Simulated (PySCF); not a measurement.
Electronic structure of Ga²⁺ (gallium, charge +2) at the revPBE level

Configuration: [Ar] 3d9 4s1 4p1, one real determinant (an excited configuration). Computed with PySCF 2.14 in aug-cc-pVTZ-DK, with scalar relativity by spin-free X2C-1e.

```json
{"Total energy": "-1941.847 hartree", "One-electron energy": "-2669.888 hartree", "Hartree (Coulomb) energy": "802.933 hartree", "Exchange-correlation energy": "-74.891 hartree", "⟨S²⟩": "3.7502", "⟨L²⟩": "8.007", "Sum of ⟨r⟩": "18.23 bohr", "Sum of ⟨r²⟩": "21.98 bohr²", "Traceless quadrupole moment −½Σ⟨3z² − r²⟩ along its main axis": "-2.45 e·bohr²", "Langevin diamagnetic susceptibility": "-17.4 ×10⁻⁶ cm³/mol"}
```

```json
{"shell": "1s α", "electrons": "1", "mean orbital energy (eV)": "-10258.5", "spread (eV)": "0", "rms radius, mean of both spins (bohr)": "0.0560"}
{"shell": "1s β", "electrons": "1", "mean orbital energy (eV)": "-10258.4", "spread (eV)": "0", "rms radius, mean of both spins (bohr)": "0.0560"}
{"shell": "2s α", "electrons": "1", "mean orbital energy (eV)": "-1300.0", "spread (eV)": "0", "rms radius, mean of both spins (bohr)": "0.236"}
{"shell": "2s β", "electrons": "1", "mean orbital energy (eV)": "-1299.3", "spread (eV)": "0", "rms radius, mean of both spins (bohr)": "0.236"}
{"shell": "2p α", "electrons": "3", "mean orbital energy (eV)": "-1136.7", "spread (eV)": "1.418", "rms radius, mean of both spins (bohr)": "0.211"}
{"shell": "2p β", "electrons": "3", "mean orbital energy (eV)": "-1136.0", "spread (eV)": "0.735", "rms radius, mean of both spins (bohr)": "0.211"}
{"shell": "3s α", "electrons": "1", "mean orbital energy (eV)": "-181.96", "spread (eV)": "0", "rms radius, mean of both spins (bohr)": "0.696"}
{"shell": "3s β", "electrons": "1", "mean orbital energy (eV)": "-180.38", "spread (eV)": "0", "rms radius, mean of both spins (bohr)": "0.696"}
{"shell": "3p α", "electrons": "3", "mean orbital energy (eV)": "-132.36", "spread (eV)": "2.240", "rms radius, mean of both spins (bohr)": "0.727"}
{"shell": "3p β", "electrons": "3", "mean orbital energy (eV)": "-130.78", "spread (eV)": "0.554", "rms radius, mean of both spins (bohr)": "0.727"}
{"shell": "3d α", "electrons": "5", "mean orbital energy (eV)": "-51.689", "spread (eV)": "2.637", "rms radius, mean of both spins (bohr)": "0.851"}
{"shell": "3d β", "electrons": "4", "mean orbital energy (eV)": "-50.142", "spread (eV)": "0.923", "rms radius, mean of both spins (bohr)": "0.851"}
{"shell": "4s α", "electrons": "1", "mean orbital energy (eV)": "-30.158", "spread (eV)": "0", "rms radius, mean of both spins (bohr)": "2.17"}
{"shell": "4p α", "electrons": "1", "mean orbital energy (eV)": "-21.596", "spread (eV)": "0", "rms radius, mean of both spins (bohr)": "2.50"}
```

⟨L²⟩ = 8.01 against 12 for a pure F term, so this real determinant mixes terms.

Densities and radii are taken from the X2C orbitals without a picture-change correction, which distorts them close to the nucleus.
